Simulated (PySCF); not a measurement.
Isomers of C6H10F2OSi, mass 164.047 u with the commonest isotopes. Method: PBE0/pcSseg-1 in PySCF (dipole) on a GFN2-xTB geometry, gas phase. One conformer each, none proved a minimum here; rigid rotors.

Problem. Order these by rotational constant C, smallest first.
A. `[F:1][CH2:2][C@@H:3]1[O:4][C@H:5]([CH2:6][F:7])[CH:8]=[CH:9][SiH2:10]1` with F1–C2–C3–O4 166°, O4–C5–C6–F7 169°, C2–C3–O4–C5 167°, C3–O4–C5–C6 -175°, O4–C5–C8–C9 -21°, C8–C9–Si10–C3 -7°
B. `[CH2:1]=[CH:2][CH2:3]/[C:4](=[CH:5]/[O:6][SiH3:7])[CH:8]([F:9])[F:10]` with C1–C2–C3–C4 118°, C2–C3–C4–C5 -15°, C4–C5–O6–Si7 179°, C3–C4–C8–F9 -60°
C. `[CH3:1][SiH:2]([CH3:3])/[CH:4]=[CH:5]\[C:6](=[O:7])[CH:8]([F:9])[F:10]` with C1–Si2–C4–C5 -173°, C4–C5–C6–O7 -1°, C5–C6–C8–F9 60°

Solution. B (479.7 MHz), C (491.9 MHz), A (516.9 MHz).

Problem. Order these by dipole moment, smallest first.
A. `[CH2:1]=[CH:2][CH2:3]/[C:4](=[CH:5]/[O:6][SiH3:7])[CH:8]([F:9])[F:10]` with C1–C2–C3–C4 118°, C2–C3–C4–C5 -15°, C4–C5–O6–Si7 179°, C3–C4–C8–F9 -60°
B. `[CH3:1][SiH:2]([CH3:3])/[CH:4]=[CH:5]\[C:6](=[O:7])[CH:8]([F:9])[F:10]` with C1–Si2–C4–C5 -173°, C4–C5–C6–O7 -1°, C5–C6–C8–F9 60°
C. `[F:1][CH2:2][C@@H:3]1[O:4][C@H:5]([CH2:6][F:7])[CH:8]=[CH:9][SiH2:10]1` with F1–C2–C3–O4 166°, O4–C5–C6–F7 169°, C2–C3–O4–C5 167°, C3–O4–C5–C6 -175°, O4–C5–C8–C9 -21°, C8–C9–Si10–C3 -7°

Solution. C (0.37 D), B (1.14 D), A (3.52 D).

Problem. Order these by rotational constant A, smallest first.
A. `[CH3:1][SiH:2]([CH3:3])/[CH:4]=[CH:5]\[C:6](=[O:7])[CH:8]([F:9])[F:10]` with C1–Si2–C4–C5 -173°, C4–C5–C6–O7 -1°, C5–C6–C8–F9 60°
B. `[F:1][CH2:2][C@@H:3]1[O:4][C@H:5]([CH2:6][F:7])[CH:8]=[CH:9][SiH2:10]1` with F1–C2–C3–O4 166°, O4–C5–C6–F7 169°, C2–C3–O4–C5 167°, C3–O4–C5–C6 -175°, O4–C5–C8–C9 -21°, C8–C9–Si10–C3 -7°
C. `[CH2:1]=[CH:2][CH2:3]/[C:4](=[CH:5]/[O:6][SiH3:7])[CH:8]([F:9])[F:10]` with C1–C2–C3–C4 118°, C2–C3–C4–C5 -15°, C4–C5–O6–Si7 179°, C3–C4–C8–F9 -60°

Solution. C (1088 MHz), B (2073 MHz), A (2575 MHz).

```
                       SMILES  point group  Ia (u·Å²)  Ib (u·Å²)  Ic (u·Å²)      κ  μa (D)  μb (D)  μc (D)
FC[C@@H]1O[C@H](CF)C=C[SiH2]1           C1     243.78     772.68     977.72  -0.82    0.35    0.11    0.02
     C[SiH](C)/C=C\C(=O)C(F)F           C1     196.23     964.68    1027.38  -0.97    0.72    0.46    0.75
      C=CC/C(=C/O[SiH3])C(F)F           C1     464.46     701.78    1053.45  -0.21    2.52    2.47    0.04
```
